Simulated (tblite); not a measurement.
Parent: `[Cl:1][SiH2:2][C:3]1=[C:4]([Cl:5])[CH2:6][CH2:7]1` with Cl1–Si2–C3–C4 180°, C4H6Cl2Si.

Structures optimised with GFN2-xTB, isolated species. One conformer each, not checked by frequencies here.

| coordinate of the parent | value |
| --- | --- |
| Cl1–Si2 | 2.020 Å |
| Si2–C3 | 1.869 Å |
| C3=C4 | 1.340 Å |
| C4–Cl5 | 1.703 Å |
| C4–C6 | 1.497 Å |
| C6–C7 | 1.548 Å |
| C3–C7 | 1.522 Å |
| Cl1–Si2–C3 | 106.3° |
| Si2–C3–C4 | 135.3° |
| Si2–C3–C7 | 133.2° |
| C4–C3–C7 | 91.5° |
| C3–C4–Cl5 | 133.3° |
| C3–C4–C6 | 96.4° |
| Cl5–C4–C6 | 130.3° |
| C4–C6–C7 | 84.8° |
| C3–C7–C6 | 87.2° |

Task: How does the shared frame change in `[CH3:1][O:2][Si@@H:3]([Cl:4])[C:5]1=[C:6]([Cl:7])[CH2:8][CH2:9]1` with C1–O2–Si3–Cl4 -173°, O2–Si3–C5–C6 66°, C5H8Cl2OSi? Atoms pair as Cl1 = Cl4, Si2 = Si3, C3 = C5, C4 = C6, Cl5 = Cl7, C6 = C8, C7 = C9 (parent first).

Result: 
```csv
parent,relative,value in the relative,change
Cl1–Si2,Cl4–Si3,1.998 Å,-0.022
Si2–C3,Si3–C5,1.877 Å,+0.008
C3=C4,C5=C6,1.340 Å,0.000
C4–Cl5,C6–Cl7,1.708 Å,+0.005
C4–C6,C6–C8,1.496 Å,-0.001
C6–C7,C8–C9,1.549 Å,+0.001
C3–C7,C5–C9,1.522 Å,0.000
Cl1–Si2–C3,Cl4–Si3–C5,109.3°,+3.0
Si2–C3–C4,Si3–C5–C6,134.8°,-0.5
Si2–C3–C7,Si3–C5–C9,133.9°,+0.7
C4–C3–C7,C6–C5–C9,91.3°,-0.2
C3–C4–Cl5,C5–C6–Cl7,133.3°,0.0
C3–C4–C6,C5–C6–C8,96.6°,+0.2
Cl5–C4–C6,Cl7–C6–C8,130.0°,-0.3
C4–C6–C7,C6–C8–C9,84.7°,-0.1
C3–C7–C6,C5–C9–C8,87.4°,+0.2
```

Of the parent's bonds, Cl1–Si2 changes most (-0.022 Å). Bonds of the relative outside the shared frame: C1–O2 1.399, O2–Si3 1.620 Å. Point group Cs → C1.

These are computed values.
